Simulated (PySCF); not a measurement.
Cl2GaHSe. Atoms are numbered in the order given.

```xyz
5

Ga     0.0018     0.4295     0.0000
Cl     1.8132     1.5564     0.0000
Cl    -1.8426     1.5082     0.0000
Se     0.0547    -1.8675     0.0000
H     -1.4166    -1.9192     0.0000
```

Geometry optimised at PBE0-D3(BJ)/def2-SVP. The structure was generated by enumeration; whether it is a known compound was not checked. One conformer was computed; it need not be the lowest.

Computed with PySCF with PBE0/pcSseg-1.

GIAO shieldings, no solvent; atoms listed in one row are averaged. δ = σ(ref) − σ: ³⁵Cl against HCl (σ = 945.9 ppm); ⁷⁷Se against Me2Se (σ = 1740.1 ppm); ¹H against TMS (σ = 31.56 ppm), references at their B3LYP-D3(BJ)/def2-TZVP geometries, non-relativistic (without spin–orbit terms, shifts of atoms bonded to Cl or Br come out too high).

Question: Estimate the chemical shifts. (Estimate from the structure and the level; the computed values follow.)

Answer: 
| nucleus | atoms | count | δ (ppm) |
|---|---|---|---|
| ³⁵Cl | Cl3 | 1 | 129.4 |
| ³⁵Cl | Cl2 | 1 | 113.2 |
| ⁷⁷Se | Se4 | 1 | -274.4 |
| ¹H | H5 | 1 | 1.82 |
